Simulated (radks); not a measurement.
Results of a calculation; reference values are marked as such.
Problem. The gallium ion Ga3+, 28 electrons, occupied as [Ar] 3d10. Code: a radial shooting solver on a logarithmic mesh with Libxc functionals. Model: Dirac Kohn-Sham, PBE, spin-unpolarised, spherical densities, point nucleus. Some entries of the table are withheld. Estimate them.

orbital  occ.  eigenvalue (eV)  <r> (bohr)  r(max) (bohr)
1s1/2       2        -10261.22     0.04860        0.03178
2s1/2       2        -1295.266      0.2176         0.1825
2p1/2       2        -1150.481         (1)         0.1445
2p3/2       4        -1122.818         (2)         0.1474
3s1/2       2        -181.7171         (3)         0.5649
3p1/2       2        -134.9025      0.6715         0.5617
3p3/2       4        -131.2800      0.6822         0.5700
3d3/2       4         -52.7614         (4)            (5)
3d5/2       6         -52.2905         (6)            (7)

Solution. 
(1) 2p1/2 <r> (bohr): 0.1883
(2) 2p3/2 <r> (bohr): 0.1918
(3) 3s1/2 <r> (bohr): 0.6518
(4) 3d3/2 <r> (bohr): 0.7842
(5) 3d3/2 r(max) (bohr): 0.5318
(6) 3d5/2 <r> (bohr): 0.7895
(7) 3d5/2 r(max) (bohr): 0.5347
